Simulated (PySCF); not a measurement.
Breaking a bond: OH (anion, charge -1), singlet.

UHF/aug-cc-pVDZ (PySCF); RHF/aug-cc-pVDZ (PySCF); UKS-wB97X-V = unrestricted wB97X-V/aug-cc-pVDZ (PySCF); RKS-wB97X-V = restricted wB97X-V/aug-cc-pVDZ run with PySCF 2.14.0; UKS-PBE = PySCF with unrestricted PBE/aug-cc-pVDZ; RKS-PBE = restricted PBE/aug-cc-pVDZ run with PySCF; UKS-CAM-B3LYP = PySCF with unrestricted CAM-B3LYP/aug-cc-pVDZ; RKS-CAM-B3LYP = restricted CAM-B3LYP/aug-cc-pVDZ (PySCF); UKS-B3LYP/6-31G* = unrestricted B3LYP/6-31G*, spherical d in PySCF 2.14.0; RKS-B3LYP/6-31G* = restricted B3LYP/6-31G*, spherical d (PySCF 2.14.0); UKS-BP86/6-31G* = PySCF 2.14.0 with unrestricted BP86/6-31G*, spherical d; RKS-BP86/6-31G* = PySCF with restricted BP86/6-31G*, spherical d; UKS-M06-2X/6-31G* = unrestricted M06-2X/6-31G*, spherical d (PySCF 2.14.0); RKS-M06-2X/6-31G* = restricted M06-2X/6-31G*, spherical d (PySCF 2.14.0).

Scanned distances (Å): 0.73, 0.77, 0.83, 0.87, 0.91, 0.95, 0.97, 0.98, 1.02, 1.07, 1.12, 1.20, 1.31, 1.46, 1.60, 1.72, 1.94, 2.12, 2.39, 2.61, 2.87, 3.40, 3.85.

**Question.** Where does the unrestricted solution first break spin symmetry (<S²> of 0.01 or more)?

**Answer.** UHF: between 1.20 and 1.31 Å; UKS-wB97X-V: between 1.60 and 1.72 Å; UKS-PBE: between 1.60 and 1.72 Å; UKS-CAM-B3LYP: between 1.46 and 1.60 Å; UKS-B3LYP/6-31G*: between 1.46 and 1.60 Å; UKS-BP86/6-31G*: between 1.46 and 1.60 Å; UKS-M06-2X/6-31G*: between 1.60 and 1.72 Å.

| R / Å | <S²> UHF | E(RHF) − E(UHF) / kJ/mol | <S²> UKS-wB97X-V | E(RKS-wB97X-V) − E(UKS-wB97X-V) / kJ/mol | <S²> UKS-PBE | E(RKS-PBE) − E(UKS-PBE) / kJ/mol | <S²> UKS-CAM-B3LYP | E(RKS-CAM-B3LYP) − E(UKS-CAM-B3LYP) / kJ/mol | <S²> UKS-B3LYP/6-31G* | E(RKS-B3LYP/6-31G*) − E(UKS-B3LYP/6-31G*) / kJ/mol | <S²> UKS-BP86/6-31G* | E(RKS-BP86/6-31G*) − E(UKS-BP86/6-31G*) / kJ/mol | <S²> UKS-M06-2X/6-31G* | E(RKS-M06-2X/6-31G*) − E(UKS-M06-2X/6-31G*) / kJ/mol |
|---|---|---|---|---|---|---|---|---|---|---|---|---|---|---|
| 0.73 | 0.00 | 0.0 | 0.00 | 0.0 | 0.00 | 0.0 | 0.00 | 0.0 | 0.00 | 0.0 | 0.00 | 0.0 | 0.00 | 0.0 |
| 0.77 | 0.00 | 0.0 | 0.00 | 0.0 | 0.00 | 0.0 | 0.00 | 0.0 | 0.00 | 0.0 | 0.00 | 0.0 | 0.00 | 0.0 |
| 0.83 | 0.00 | 0.0 | 0.00 | 0.0 | 0.00 | 0.0 | 0.00 | 0.0 | 0.00 | 0.0 | 0.00 | 0.0 | 0.00 | 0.0 |
| 0.87 | 0.00 | 0.0 | 0.00 | 0.0 | 0.00 | 0.0 | 0.00 | 0.0 | 0.00 | 0.0 | 0.00 | 0.0 | 0.00 | 0.0 |
| 0.91 | 0.00 | 0.0 | 0.00 | 0.0 | 0.00 | 0.0 | 0.00 | 0.0 | 0.00 | 0.0 | 0.00 | 0.0 | 0.00 | 0.0 |
| 0.95 | 0.00 | 0.0 | 0.00 | 0.0 | 0.00 | 0.0 | 0.00 | 0.0 | 0.00 | 0.0 | 0.00 | 0.0 | 0.00 | 0.0 |
| 0.97 | 0.00 | 0.0 | 0.00 | 0.0 | 0.00 | 0.0 | 0.00 | 0.0 | 0.00 | 0.0 | 0.00 | 0.0 | 0.00 | 0.0 |
| 0.98 | 0.00 | 0.0 | 0.00 | 0.0 | 0.00 | 0.0 | 0.00 | 0.0 | 0.00 | 0.0 | 0.00 | 0.0 | 0.00 | 0.0 |
| 1.02 | 0.00 | 0.0 | 0.00 | 0.0 | 0.00 | 0.0 | 0.00 | 0.0 | 0.00 | 0.0 | 0.00 | 0.0 | 0.00 | 0.0 |
| 1.07 | 0.00 | 0.0 | 0.00 | 0.0 | 0.00 | 0.0 | 0.00 | 0.0 | 0.00 | 0.0 | 0.00 | 0.0 | 0.00 | 0.0 |
| 1.12 | 0.00 | 0.0 | 0.00 | 0.0 | 0.00 | 0.0 | 0.00 | 0.0 | 0.00 | 0.0 | 0.00 | 0.0 | 0.00 | 0.0 |
| 1.20 | 0.00 | 0.0 | 0.00 | 0.0 | 0.00 | 0.0 | 0.00 | 0.0 | 0.00 | 0.0 | 0.00 | 0.0 | 0.00 | 0.0 |
| 1.31 | 0.15 | 2.2 | 0.00 | 0.0 | 0.00 | 0.0 | 0.00 | 0.0 | 0.00 | 0.0 | 0.00 | 0.0 | 0.00 | 0.0 |
| 1.46 | 0.49 | 31.5 | 0.00 | 0.0 | 0.00 | 0.0 | 0.00 | 0.0 | 0.00 | 0.0 | 0.00 | 0.0 | 0.00 | 0.0 |
| 1.60 | 0.67 | 69.2 | 0.00 | 0.0 | 0.00 | 0.0 | 0.05 | 0.2 | 0.04 | 0.1 | 0.05 | 0.1 | 0.00 | 0.0 |
| 1.72 | 0.78 | 101.4 | 0.28 | 5.3 | 0.11 | 0.4 | 0.31 | 7.6 | 0.28 | 4.2 | 0.27 | 4.2 | 0.06 | 0.1 |
| 1.94 | 0.89 | 152.7 | 0.62 | 35.1 | 0.46 | 10.6 | 0.63 | 36.4 | 0.61 | 21.5 | 0.53 | 19.4 | 0.61 | 24.8 |
| 2.12 | 0.95 | 186.0 | 0.78 | 64.7 | 0.71 | 25.0 | 0.83 | 64.8 | 0.81 | 42.8 | 0.66 | 33.4 | 0.82 | 51.8 |
| 2.39 | 0.99 | 223.1 | 0.95 | 106.6 | 0.93 | — | 0.98 | 105.1 | 0.97 | 76.2 | 0.87 | — | 0.97 | 89.6 |
| 2.61 | 1.00 | 244.7 | 1.01 | 135.7 | 1.00 | — | 1.01 | 132.2 | 1.00 | 99.5 | 0.97 | — | 1.00 | 115.1 |
| 2.87 | 1.01 | 263.3 | 1.01 | 163.2 | 1.01 | — | 1.01 | 156.1 | 1.00 | 119.9 | 1.00 | — | 1.00 | 138.0 |
| 3.40 | 1.02 | 286.1 | 1.01 | 202.3 | 1.01 | — | 1.01 | 186.7 | 1.00 | 145.0 | 1.00 | — | 1.00 | 169.3 |
| 3.85 | 1.02 | 296.5 | 1.01 | 223.5 | 1.01 | — | 1.01 | 201.3 | 1.00 | 156.4 | 1.00 | — | 1.00 | 183.6 |

Dashes: no converged value, or the column stops at the first point that the program doubted or that broke a chosen test of continuity, which isn't proof of a fault.
